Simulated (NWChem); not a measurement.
# C₆H₄Cl, doublet; SMILES c1c(Cl)[c]ccc1

Computed with NWChem. Spin-unrestricted. In the optimisation the excess spin sits in a' (Cs, its own frame). Coordinates come from a B3LYP/6-31G* (spherical d), spin-unrestricted optimisation. No stability test was run on the SCF state. COSMO at B3LYP/def2-SVP, default radii, gas-phase geometry; f = (ε − 1)/ε scales the surface charges.

| row | f | electrostatic solvation energy (kcal/mol) |
|---|---|---|
| ε = 1.5 | 0.3333 | -0.80 |
| ε = 2.4 | 0.5833 | -1.45 |
| ε = 3.9 | 0.7436 | withheld |
| ε = 25.0 | 0.9600 | -2.56 |
| ε = 78.4 | 0.9872 | -2.65 |

Question: Fit a straight line of the last column on the one before it, predict the withheld value, and compare with the run.

Answer: 
1. Means of the 4 shown rows: x = 0.71595, y = -1.865. Slope Σ(x − x̄)(y − ȳ)/Σ(x − x̄)² = -0.8451/0.2972 = -2.844; intercept 0.171.
2. The shown rows scatter about the line by 0.023 (root mean square); the largest residual is +0.04, at ε = 2.4.
3. At x = 0.7436 (ε = 3.9; inside the shown range) the line gives -1.94.
4. The run gives -1.91, +0.03 from the line, 1.3 times the scatter.
